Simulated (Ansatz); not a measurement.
Cost and result for the atomization energy of C$_{2}$H$_{5}$F$_{2}$InN, SMILES `[CH2][N](C)[In]([F])[F]` radical (11 atoms, 10 bonds).

```xyz
11

C    -0.254   -1.242    0.597
N    -0.281   -0.099    0.066
C    -0.296    1.102    0.867
In    0.072    0.059   -2.229
F     1.598    1.275   -1.863
F     0.519   -1.882   -2.231
H    -0.267   -1.365    1.683
H    -0.196   -2.115   -0.049
H    -1.191    1.682    0.630
H     0.572    1.705    0.589
H    -0.277    0.881    1.938
```

Total charge 0; spin multiplicity 2. Correlated methods include outer-core shells of In, which these sets cover unevenly. In takes the def2 core potential. The geometry is a stationary point of PBE0-D4/def2-TZVP. It is one conformer, not always the lowest. Program: Ansatz. All runs use 2 threads of an AMD EPYC 7R13 on a shared host and a share of an NVIDIA H100 80 GB. Times are those of one run each, without the atoms' runs, and a repeat can differ threefold. Electronic energies, without spin–orbit coupling; frozen cores. CCSD(T)/CBS adds CCSD(T) − MP2 in def2-TZVPP to the MP2 limit, and its time is that of the two runs behind it. T1 = 0.017; ⟨S²⟩ of the reference is 0.76. With those shells the extrapolation isn't a true limit. HSE06 is the plane-wave form, built on full-range PBE exchange.

CCSD(T)/CBS is a level of theory with its own doubt, some kJ/mol a heavy atom from the limit and from the frozen cores, so smaller differences don't rank the functionals.

```json
{"level": "CCSD(T)/def2-SVP", "functions": "121", "wall time": "4.5 s"}
{"level": "PBE0-D4/def2-TZVPP", "functions": "275", "wall time": "5.5 s"}
{"level": "PBE-QIDH/def2-TZVPP", "functions": "275", "wall time": "5.5 s"}
{"level": "HSE06-D4/def2-TZVPP", "functions": "275", "wall time": "6 s"}
{"level": "revPBE-D4/def2-TZVPP", "functions": "275", "wall time": "6 s"}
{"level": "BLYP-D4/def2-TZVPP", "functions": "275", "wall time": "6 s"}
{"level": "CAM-B3LYP-D4/def2-TZVPP", "functions": "275", "wall time": "7 s"}
{"level": "ωB97X-V/def2-TZVPP", "functions": "275", "wall time": "9.6 s"}
{"level": "MP2/def2-QZVPP", "functions": "517", "wall time": "12 s"}
{"level": "ωB97M-V/def2-TZVPP (with forces)", "functions": "275", "wall time": "13 s"}
{"level": "CCSD(T)/def2-TZVPP", "functions": "275", "wall time": "29 s"}
{"level": "CCSD(T)/CBS(def2)", "functions": "–", "wall time": "40 s"}
{"level": "B97M-V/def2-TZVPP", "functions": "275", "wall time": "43 s"}
```

Problem. What atomization energy does each give, and how far from CCSD(T)/CBS? (An estimate is asked.)

Solution. Ansatz gave: 
```tsv
level	atomization (kJ/mol)	difference from CCSD(T)/CBS	per bond
CCSD(T)/def2-SVP	3742.0	-230.4	-23.0
PBE0-D4/def2-TZVPP	3953.5	-18.9	-1.9
PBE-QIDH/def2-TZVPP	3910.4	-62.0	-6.2
HSE06-D4/def2-TZVPP	3955.6	-16.8	-1.7
revPBE-D4/def2-TZVPP	3956.8	-15.6	-1.6
BLYP-D4/def2-TZVPP	3989.6	17.2	1.7
CAM-B3LYP-D4/def2-TZVPP	3986.4	14.0	1.4
ωB97X-V/def2-TZVPP	3971.9	-0.5	0.0
MP2/def2-QZVPP	4009.9	37.5	3.8
ωB97M-V/def2-TZVPP (with forces)	3966.4	-6.0	-0.6
CCSD(T)/def2-TZVPP	3846.8	-125.6	-12.6
CCSD(T)/CBS(def2)	3972.4	0.0	0.0
B97M-V/def2-TZVPP	3956.4	-16.0	-1.6
```

From BLYP to BHLYP (50 % exact exchange), in def2-TZVPP and without D4, the atomization energy moves by −170.8 kJ/mol: exact exchange takes away binding that semilocal exchange gives to molecules. At CCSD(T), def2-SVP lies −230.4 kJ/mol from the extrapolated value and def2-TZVPP −125.6 kJ/mol: correlation converges slowly with the basis, and small sets miss more of it in the bonded molecule than in its fragments. In def2-TZVPP, CCSD(T) changes the Hartree–Fock value by +1069.7 kJ/mol (the triples alone add +72.7 kJ/mol) and MP2 by +1157.0 kJ/mol; breaking electron pairs costs correlation energy, which Hartree–Fock lacks.

Spin–orbit coupling would lower the free In atoms strongly, and the atomization energy with them, by more than many differences here.
